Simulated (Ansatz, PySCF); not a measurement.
Noncovalent pair: HBr (SMILES Br) (first 2 atoms) with H4OSi (SMILES O[SiH3]); geometry from B3LYP-D3(BJ)/def2-TZVP, rigid monomers moved along the line of their centres of mass till H2···O3 is 1.71 Å.
(charge 0, multiplicity 1):
```xyz
8

Br    -0.6094    -1.1556    -0.0208
H     -0.1549    -0.4227     1.1354
O      0.3815     0.4268     2.5165
Si    -0.1234     0.0608     4.0612
H      1.0663     1.0889     2.3897
H      1.0053    -0.4465     4.8747
H     -1.1530    -0.9789     3.8893
H     -0.6904     1.2583     4.7227
```

Monomers are frozen at their geometry in the pair; levels with a basis set take the counterpoise correction.

Frozen-core correlation. Filled d and f shells under p-block atoms count as core. CBS: X⁻³ extrapolation of the correlation energy, Hartree–Fock from the larger set.

Programs: Ansatz (an electronic-structure program); PySCF for the dispersion terms. Values without a source in brackets are computed.

The comparison value is -137.3 meV (CCSD(T)/CBS(def2-SVPD, def2-TZVPPD)). It is a level with limits of its own, not the exact answer.

Task: Order these levels by how close they come to the comparison value for the interaction energy, closest first: r2SCAN-D3(BJ)/def2-TZVPPD, PBE-D4/def2-TZVPPD, B3LYP/def2-TZVPPD. Give each level's value less the comparison value.

Result: B3LYP/def2-TZVPPD (28.0 meV), r2SCAN-D3(BJ)/def2-TZVPPD (-63.8 meV), PBE-D4/def2-TZVPPD (-73.5 meV)
